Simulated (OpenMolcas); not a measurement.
Ru4+ among 3 point charges of -2.5 e arranged as a planar triangle (D3h), 1.95 Å from the ion.
```
   1.9500    0.0000    0.0000  -2.50
  -0.9750    1.6887    0.0000  -2.50
  -0.9750   -1.6887    0.0000  -2.50
```

```
Program             : OpenMolcas 26.06
Method              : SS-CASPT2, IPEA 0.25 Eh, imaginary shift 0.1 Eh (closed shells correlated: 4s 4p)
Basis               : ANO-RCC-VDZP [6s5p3d1f]
Scalar Hamiltonian  : DKH2, point nucleus
Active space        : 4 electrons in 5 orbitals (4d)
State averaging     : 2S+1 = 5 even, 5 roots; 2S+1 = 3 even, 45 roots; 2S+1 = 1 even, 50 roots
Spin-orbit coupling : state interaction with AMFI integrals over the reference wave functions
```

(1) What is the spin-free ground state (labels of D3, the rotations of D3h)?

(2) Where is the first state of the same spin?

(3) What are the lowest two levels with spin-orbit coupling?

(4) What is χT at 300 K, and how does it compare with the textbook value?

Results:

(1) 5E, 2-fold in its orbital part, 100 % from free-ion D terms; it has the highest spin that d4 allows.

(2) 5E at 15700 cm-1 above the ground state.

(3) A 1-fold level A1, then a 1-fold level A2 17 cm-1 above it. Their leading multiplicities are 5 (98 %) and 5 (98 %).

(4) The lowest level has 2S+1 = 5, for which the spin-only value is χT = S(S+1) / 2 = 3.000 cm3 K/mol (g = 2). The computed 1.005 at 300 K differs by -1.995, through orbital momentum, spin-orbit coupling and any other state in reach.

Roots that are degenerate in the reference are averaged as groups; the widest CASPT2 spread within a group is 220 cm-1 (the 2-fold group of multiplicity 5 near 0 cm-1 above the lowest state of its run). Shifts and gaps below about the spread of the groups concerned are not significant. An orbital doublet at a regular site is open to a Jahn-Teller distortion, which this geometry leaves out. Point charges give a weaker field than real ligands, and real ions of this kind are as a rule low spin; the high spin found here belongs to the model. Free-ion shares, where given, are those of the reference states; single-state CASPT2 does not remix them. Point charges carry no covalency, so the field is a model and not that of real ligands. No measured value stands beside these numbers.
